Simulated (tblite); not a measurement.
Species: C3H8FNSi.
Z-matrix (Å and degrees, GFN2-xTB geometry), rows numbered from 1:
```
F 
C   1  1.3870
C   2  1.5278  1  108.26
N   3  1.4451  2  107.78  1   -87.67
Si  4  1.7114  3  116.68  2    -9.90
C   2  1.5189  1  108.79  3  -118.72
H   2  1.0975  1  105.13  3   119.26
H   3  1.0954  2  109.12  1    33.40
H   3  1.0989  2  109.41  1   151.79
H   4  1.0041  3  115.22  2   162.74
H   5  1.4643  4  111.34  3  -125.05
H   5  1.4658  4  115.54  3   105.96
H   6  1.0878  2  109.05  1  -158.81
H   6  1.0866  2  109.59  1   -41.02
```

Level: GFN2-xTB in tblite, geometry and Hessian alike; calculated harmonic values, unscaled, isolated species. Errors from tens to a few hundred cm⁻¹ against measured bands are possible. Modes of hydrogen on silicon can be 10 to 20 % off. One conformer, not necessarily the lowest.

Harmonic wavenumbers (cm⁻¹): 79.7, 109.3, 294.3, 342.7, 384.3, 454.4, 492.4, 537.5, 656.9, 673.6, 767.0, 793.7, 800.9, 865.7, 872.5, 947.5, 993.5, 1065.3, 1127.9, 1142.9, 1198.1, 1211.4, 1252.7, 1289.7, 1307.3, 1358.8, 1466.3, 1479.2, 2227.3, 2257.2, 2871.2, 2905.0, 2933.0, 3013.4, 3034.7, 3508.6.

A = 4443, B = 2617, C = 2109 MHz; mass 105.041 u (most abundant isotopes); point group C1, symmetry number 1.

Question: Zero-point energy?

Answer: Half the sum of the wavenumbers: 23358 cm⁻¹ = 66.78 kcal/mol.

Question: Give the ideal-gas entropy at 298.15 K and 1 bar in the rigid-rotor, harmonic-oscillator model (classical rotation).

Answer: Translation 39.89, rotation 26.97, vibration 15.16: S = 82.0 cal/(mol K).

Question: And Cp and H(298.15 K) − H(0)?

Answer: Cp = 28.12 cal/(mol K), of which vibrations give 20.17 (their classical limit is 36 R = 71.5); H(298.15 K) − H(0) = 4.99 kcal/mol without the zero-point energy, 2.62 from vibrations.

Question: Which modes carry the vibrational entropy at 298.15 K?

Answer: 79.7 cm⁻¹: 3.90; 109.3 cm⁻¹: 3.28; 294.3 cm⁻¹: 1.45; 342.7 cm⁻¹: 1.20; 384.3 cm⁻¹: 1.02; 454.4 cm⁻¹: 0.78 cal/(mol K); the other 30 give 3.53 together.

Question: Blend soft modes into free rotors: weight 1/[1 + (100 cm⁻¹/ν̃)⁴] for the oscillator and the rest for a rotor with moment μB/(μ + B), μ = h/(8π²ν), B = 10⁻⁴⁴ kg m². What vibrational entropy results?

Answer: 14.38 cal/(mol K) in place of 15.16, which changes −T·S at 298.15 K by +0.23 kcal/mol.

Question: What must be added to the electronic energy to get the Gibbs energy at 298.15 K and 1 bar?

Answer: ZPE + [H(298.15 K) − H(0)] − T·S = 66.78 + 4.99 − 24.46 = 47.31 kcal/mol.

Question: How do the functions run with temperature in this model?

Answer: 
| T (K) | S (cal/(mol K)) | Cp (cal/(mol K)) | H − H(0) (kcal/mol) | G − H(0) (kcal/mol) | ln q(vib) |
| --- | --- | --- | --- | --- | --- |
| 150 | 67.4 | 16.1 | 1.73 | -8.38 | 1.22 |
| 250 | 77.4 | 24.1 | 3.73 | -15.63 | 2.52 |
| 400 | 91.4 | 36.0 | 8.26 | -28.31 | 4.79 |
| 600 | 108.4 | 47.7 | 16.71 | -48.33 | 8.09 |
| 900 | 129.9 | 58.4 | 32.76 | -84.19 | 13.01 |

q(vib) and H(0) count from the zero-point level.

Hindered rotation and anharmonicity are outside this model. Other conformers, if any are populated, would add a mixing term that is left out. The structure is chiral; the term R ln 2 for an equal mix with its mirror image is left out.
